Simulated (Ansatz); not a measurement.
Relaxation of CH₇ClSi₂Zn (12 atoms, charge 0, multiplicity 1), to a largest force component of 0.015 eV/Å in at most 40 steps.

These are results of RKS PBE0-D4/def2-SVP in Ansatz, not measurements.

```xyz
12
Properties=species:S:1:pos:R:3:forces:R:3
C -1.089 -0.784 1.102 -1.70 2.46 -0.11
Si 0.648 -0.305 0.788 0.40 0.61 0.72
Cl 1.805 -2.008 1.016 0.31 -0.31 0.16
Si 0.959 0.485 -1.295 -0.08 1.23 -0.71
Zn -0.449 2.434 -1.671 7.81 6.22 -1.98
H -1.766 0.183 0.967 1.23 -1.76 0.23
H -1.226 -1.131 2.124 -0.17 -0.36 0.25
H -1.418 -1.495 0.354 -0.28 -0.56 -0.19
H 1.077 0.746 1.791 0.02 -0.32 -0.09
H 2.298 0.811 -1.507 2.61 -0.40 -0.26
H 0.449 -0.561 -2.224 -0.11 -0.02 -0.30
H -1.211 1.569 -1.411 -10.04 -6.80 2.28
```

Question: Where does it end, and by what steps?

Answer: It converged. The force dipped under the threshold on the way, but the program's further checks kept it going. After 21 steps the energy has fallen by 4.772 eV; H12 moved furthest, 1.93 Å. The start is strongly strained (largest force component 10 eV/Å).

| step | energy less start (eV) | largest force component (eV/Å) | accepted |
| --- | --- | --- | --- |
| 0 | 0.0000 | 10.039 | yes |
| 1 | -2.0710 | 5.661 | yes |
| 2 | -3.1116 | 2.498 | yes |
| 3 | -3.6474 | 1.093 | yes |
| 4 | -4.0089 | 0.737 | yes |
| 5 | -4.2712 | 0.583 | yes |
| 6 | -4.4557 | 0.454 | yes |
| 7 | -4.5935 | 0.350 | yes |
| 8 | -4.6793 | 0.427 | yes |
| 9 | -4.7081 | 0.272 | yes |
| 10 | -4.7371 | 0.206 | yes |
| 11 | -4.7513 | 0.114 | yes |
| 12 | -4.7596 | 0.056 | yes |
| 13 | -4.7650 | 0.060 | yes |
| 14 | -4.7678 | 0.106 | yes |
| 15 | -4.7692 | 0.048 | yes |
| 16 | -4.7695 | 0.131 | yes |
| 17 | -4.7709 | 0.010 | yes |
| 18 | -4.7713 | 0.024 | yes |
| 19 | -4.7715 | 0.036 | yes |
| 20 | -4.7716 | 0.020 | yes |
| 21 | -4.7717 | 0.004 | yes |

```xyz
12
Properties=species:S:1:pos:R:3
C -1.037 -1.019 1.225
Si 0.679 -0.354 0.864
Cl 2.056 -1.885 1.214
Si 0.882 0.397 -1.341
Zn -0.630 2.174 -1.799
H -1.790 -0.222 1.122
H -1.088 -1.414 2.251
H -1.293 -1.833 0.529
H 1.005 0.746 1.824
H 2.308 0.809 -1.556
H 0.621 -0.789 -2.224
H -1.636 3.334 -2.077
```

Time of the run: 2.6 min on 2 threads of Intel(R) Xeon(R) Platinum 8259CL CPU @ 2.50GHz (Skylake/Cascade Lake), with other jobs on the host, peak memory 0.41 GiB.
